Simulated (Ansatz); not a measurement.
Reaction (redistribution): `[Cl][Al]([Br])[Br]` + `[NH2][Ga]([NH2])[SH]` → `[SH][Al]([Cl])[Br]` + `[NH2][Ga]([NH2])[Br]`

Gas-phase electronic energies from Ansatz, PBE0-D4/def2-TZVP geometries. CCSD(T)/CBS adds triple-zeta CCSD(T) − MP2 to the extrapolated MP2 energy (def2 sets, frozen cores). For Br, Ga outer-core shells are correlated without core-valence functions, which leaves a few kJ/mol of doubt a bond. Scalar relativity is left out up to krypton. Each species was taken in one conformer, which may not be the lowest.

`[Cl][Al]([Br])[Br]`:

Z-matrix (Å, degrees):
```
Al
Cl 1 2.072
Br 1 2.227 2 119.8
Br 1 2.227 2 119.8 3 180.0
```

`[NH2][Ga]([NH2])[SH]`:

```xyz
9

N    -0.113   -1.073   -1.190
Ga   -0.118    0.150    0.155
N     1.301    0.321    1.274
S    -1.930    1.325    0.597
H    -0.797   -1.035   -1.927
H     0.745   -1.487   -1.514
H     1.346    1.066    1.948
H     2.219   -0.005    1.025
H    -2.654    0.737   -0.368
```

`[SH][Al]([Cl])[Br]`:

Cartesian coordinates in Å:
```
S 0.085 1.326 1.124
Al 0.194 -0.121 -0.474
Cl 1.342 0.330 -2.146
Br -0.895 -2.072 -0.356
H -0.726 0.537 1.852
```

`[NH2][Ga]([NH2])[Br]`:

Cartesian coordinates in Å:
```
N -1.087 0.096 1.238
Ga -0.241 -0.177 -0.337
N 1.497 0.204 -0.665
Br -1.464 -1.075 -2.050
H -0.579 0.238 2.094
H -1.983 -0.331 1.403
H 2.024 0.823 -0.071
H 1.834 0.222 -1.613
```

| species | HF/CBS(def2) energy (Eh) |
| --- | --- |
| `[Cl][Al]([Br])[Br]` | -5846.63197 |
| `[NH2][Ga]([NH2])[SH]` | -2432.80606 |
| `[SH][Al]([Cl])[Br]` | -3672.27514 |
| `[NH2][Ga]([NH2])[Br]` | -4607.16636 |

Question: Work out ΔE.

Answer: ΔE = (-3672.27514) + (-4607.16636) − (-5846.63197) − (-2432.80606) = -0.00347 Eh = -0.09 eV. CCSD(T)/CBS gives -0.03 eV.

Largest T1 diagnostic among the species: 0.012.

At CCSD(T), def2-SVP lies −0.03 eV from the extrapolated value and def2-TZVPP −0.04 eV. In def2-TZVPP, CCSD(T) changes the Hartree–Fock value by +0.03 eV (the triples alone add +0.00 eV) and MP2 by +0.04 eV.
